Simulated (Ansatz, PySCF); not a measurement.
The pair A = GeH4 (SMILES [GeH4]) (first 5 atoms), B = HI (SMILES I); geometry from B3LYP-D3(BJ)/def2-TZVP.
(charge 0, multiplicity 1):
```
atom    x (Å)    y (Å)    z (Å)
----  -------  -------  -------
Ge     0.0755   0.1557  -0.0127
H      1.4609   0.0677   0.6444
H     -0.6465  -1.1909   0.1251
H      0.2400   0.5041  -1.5008
H     -0.7451   1.2543   0.6787
I     -0.2147  -0.5152   4.1073
H      0.5437   0.8598   3.7295
```

Correlated levels freeze the cores. Filled d and f shells under p-block atoms count as core. CBS(a, b) extrapolates the correlation energy as X⁻³ and adds the Hartree–Fock energy of set b. MP2 and its Hartree–Fock in def2-QZVPPD are density fitted.

Codes used: Ansatz (an electronic-structure program); PySCF for the dispersion terms. Values without a source in brackets are computed. In def2 rows elements past Kr take small-core potentials, without spin–orbit coupling.

The monomers are drawn apart, rigid, along the line of their centres of mass. Counterpoise-corrected interaction energies (kcal/mol):

```json
[
 {"level": "PBE-D3(BJ)/def2-TZVPPD", "R = 5.853 Å": "-0.2912", "R = 7.527 Å": "-0.0495"},
 {"level": "wB97M-V/def2-TZVPPD", "R = 5.853 Å": "-0.2170", "R = 7.527 Å": "-0.0401"},
 {"level": "MP2/CBS(def2-TZVPPD, def2-QZVPPD) + ΔCCSD(T)/def2-TZVPPD", "R = 5.853 Å": "-0.2104", "R = 7.527 Å": "-0.0417"}
]
```

Question: R is the distance of the centres of mass. Find the local exponent m of E ∝ R⁻ᵐ between the two points.

Answer: 
m = ln(E₁/E₂)/ln(R₂/R₁): PBE-D3(BJ)/def2-TZVPPD 7.0; wB97M-V/def2-TZVPPD 6.7; MP2/CBS(def2-TZVPPD, def2-QZVPPD) + ΔCCSD(T)/def2-TZVPPD 6.4. For scale, two fixed dipoles give m = 3, dipole and quadrupole 4, quadrupoles 5, and dispersion or dipole-induced dipole 6 at long range; at these distances several terms mix, and what is left of overlap and damping shifts m, so it need not match one of them.
